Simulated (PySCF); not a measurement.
C₄H₄. Atoms are numbered in the order given.

```xyz
8

C      0.1746    -1.9279     0.0000
C     -0.1153    -0.7359     0.0000
C     -0.4906     0.6372     0.0000
C      0.3755     1.6773     0.0000
H      0.4399    -2.9757     0.0000
H     -1.5774     0.8410     0.0000
H      1.4646     1.5171     0.0000
H      0.0076     2.7142     0.0000
```

Coordinates come from a PBE-D3(BJ)/def2-SVP optimisation.

The numbers are results of PBE/pcSseg-1 (PySCF), not measurements.

GIAO shieldings, no solvent; atoms listed in one row are averaged. δ = σ(ref) − σ: ¹³C against TMS (σ = 182.0 ppm); ¹H against TMS (σ = 31.49 ppm), references at their B3LYP-D3(BJ)/def2-TZVP geometries, non-relativistic.

Computed chemical shifts:
```json
[
 {"nucleus": "¹³C", "atoms": "C4", "count": "1", "δ (ppm)": "141.1"},
 {"nucleus": "¹³C", "atoms": "C3", "count": "1", "δ (ppm)": "127.4"},
 {"nucleus": "¹³C", "atoms": "C1", "count": "1", "δ (ppm)": "91.8"},
 {"nucleus": "¹³C", "atoms": "C2", "count": "1", "δ (ppm)": "89.7"},
 {"nucleus": "¹H", "atoms": "H7", "count": "1", "δ (ppm)": "6.49"},
 {"nucleus": "¹H", "atoms": "H6", "count": "1", "δ (ppm)": "6.43"},
 {"nucleus": "¹H", "atoms": "H8", "count": "1", "δ (ppm)": "6.28"},
 {"nucleus": "¹H", "atoms": "H5", "count": "1", "δ (ppm)": "3.70"}
]
```
